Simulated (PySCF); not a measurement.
C4H7FO2, SMILES C=C(F)OCCO.

The structure is a stationary point at B3LYP-D3(BJ)/def2-SVP. This is a generated structure with no PubChem entry under its InChIKey; it may be hypothetical. The values are those of a single conformer.

Two levels are set side by side: PBE/def2-TZVP (PySCF) and r2SCAN/def2-TZVP (PySCF). Same geometry, gas phase. Differences are taken from unrounded values.

```csv
quantity,r2SCAN
orbital gap (eV),5.90
highest occupied level (eV),-6.12
lowest empty level (eV),-0.22
dipole moment (D),0.59
mean polarisability (bohr³),59.9
```

**Question.** What does PBE give, and how far is it from r2SCAN? (The exact figures need the calculation; the answer reports its results.)

**Answer.** 
```json
[
 {"quantity": "orbital gap (eV)", "PBE": "5.40", "PBE minus r2SCAN": "-0.49"},
 {"quantity": "highest occupied level (eV)", "PBE": "-5.89", "PBE minus r2SCAN": "0.23"},
 {"quantity": "lowest empty level (eV)", "PBE": "-0.49", "PBE minus r2SCAN": "-0.27"},
 {"quantity": "dipole moment (D)", "PBE": "0.57", "PBE minus r2SCAN": "-0.02"},
 {"quantity": "mean polarisability (bohr³)", "PBE": "61.4", "PBE minus r2SCAN": "1.5"}
]
```

Rough cost on one machine, each run with all the roots and properties that it gave: r2SCAN against PBE about 4 times.
